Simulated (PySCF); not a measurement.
Name the molecule from its bond curve

A diatomic of charge 0 contains Hg. Its triplet curve at PBE0 in a double-zeta basis (scalar-relativistic core potentials, PySCF), in eV from the separated fragments:

(R (Å), E (eV)): (1.858, -0.248), (1.944, -0.524), (2.030, -0.665), (2.095, -0.711), (2.160, -0.722), (2.225, -0.710), (2.311, -0.670), (2.419, -0.601), (2.549, -0.510), (2.722, -0.394)

The fit gives ωe = 372 cm⁻¹ and the rotational constant Bₑ = 0.3207 cm⁻¹.

Question: Which atom is the partner?

Answer: The minimum lies at 2.154 Å, so the reduced mass is 16.8576 u Å² cm⁻¹/(Bₑ·Re²) = 11.33 u. With Hg at 201.97 u the partner weighs about 12.0 u: C. The molecule is HgC.

Spin–orbit coupling is left out. The state is the lowest determinant that a PBE0 search found; another state may lie lower at other levels.
